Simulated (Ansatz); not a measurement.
Stepwise reaction of `[OH][Ti]([OH])([Cl])[Cl]` with ammonia, as a gas-phase model of exchange steps in deposition or etching. ΔE in kJ/mol; ΔG adds harmonic PBE0-D4 terms to CCSD(T)/CBS, at 1 bar.

Isolated molecules relaxed with PBE0-D4/def2-TZVP in Ansatz; ΔE leaves out vibrations. CCSD(T)/CBS adds triple-zeta CCSD(T) − MP2 to the extrapolated MP2 energy (def2 sets, frozen cores). This one scheme is used for every species. DFT in def2-TZVPP. B3LYP here is the variant with VWN-RPA as its local correlation; programs differ in this. For Ti outer-core shells are correlated without core-valence functions, which leaves a few kJ/mol of doubt a bond. Scalar relativity is left out up to krypton. Each species was taken in one conformer, which may not be the lowest.

```tsv
step	reaction	PBE-D4	B3LYP-D4	ωB97M-V	CCSD(T)/CBS	ΔG(400 K)
2	`[NH2][Ti]([OH])([Cl])[Cl]` + NH₃ → `[NH2][Ti]([NH2])([Cl])[Cl]` + H₂O	58.7	59.6	60.1	51.9	53.4
```

(1) Give the row of step 1, `[OH][Ti]([OH])([Cl])[Cl]` + NH₃ → `[NH2][Ti]([OH])([Cl])[Cl]` + H₂O. (Best estimate.)

(2) By hand: ΔE of the 2 steps together at CCSD(T)/CBS.

Answers

(1) Computed: 
```tsv
step	reaction	PBE-D4	B3LYP-D4	ωB97M-V	CCSD(T)/CBS	ΔG(400 K)
1	`[OH][Ti]([OH])([Cl])[Cl]` + NH₃ → `[NH2][Ti]([OH])([Cl])[Cl]` + H₂O	51.6	51.2	51.3	43.9	41.2
```

(2) (43.9) + (51.9) = 95.8 kJ/mol, or 47.9 kJ/mol a step.

In ΔE each step is higher than the one before. All are uphill at CCSD(T)/CBS. ΔG lies between 41.2 and 53.4 kJ/mol a step. PBE-D4 differs from CCSD(T)/CBS by 6.8 to 7.7 kJ/mol a step. Isolated molecules leave out the surface, adducts and barriers. Largest T1 diagnostic: 0.025.
